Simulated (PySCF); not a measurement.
Compound: C₂H₈OSSi₂.
SMILES: `C=CO[SiH2]S[SiH3]`

Torsions of this conformer, `[CH2:1]=[CH:2][O:3][SiH2:4][S:5][SiH3:6]`: C1–C2–O3–Si4 -1°, C2–O3–Si4–S5 -179°, O3–Si4–S5–Si6 -179°.

The closed-shell ground state was solved at several levels (PySCF, density fitting, gas phase, non-relativistic). Isolated species at its PBE0-D3(BJ)/def2-SVP geometry (one conformer only).

| level | basis functions | total energy (Eh) | HOMO (eV) | LUMO (eV) | gap (eV) | dipole (D) |
| --- | --- | --- | --- | --- | --- | --- |
| CAM-B3LYP/def2-SVPD | 202 | -1133.0152 | -8.48 | 0.61 | 9.09 | 1.44 |
| wB97X-D/pcSseg-2 | 349 | -1133.5342 | -8.99 | 1.27 | 10.26 | 1.51 |

Estimate the row for PBE0/pcSseg-1, a basis of 163 functions; the other rows only guide the guess.

Total energy -1132.8535 Eh, HOMO -7.13 eV, LUMO -0.38 eV, gap 6.75 eV, dipole 1.76 D.

Over all these levels, which gives the widest orbital gap and which the narrowest?

wB97X-D/pcSseg-2 (range-separated hybrid) has the widest, 10.26 eV, and PBE0/pcSseg-1 (global hybrid, 25 % exact exchange) the narrowest, 6.75 eV. Functional and basis both differ between the two, so the spread mixes both effects.

How far do the dipole and the HOMO energy spread over the levels?

The dipole runs from 1.44 to 1.76 D (mean 1.57 D) and the HOMO from -8.99 to -7.13 eV.

Note: wB97X-D ran without an empirical dispersion term, which enters the total energy and its gradient alone.
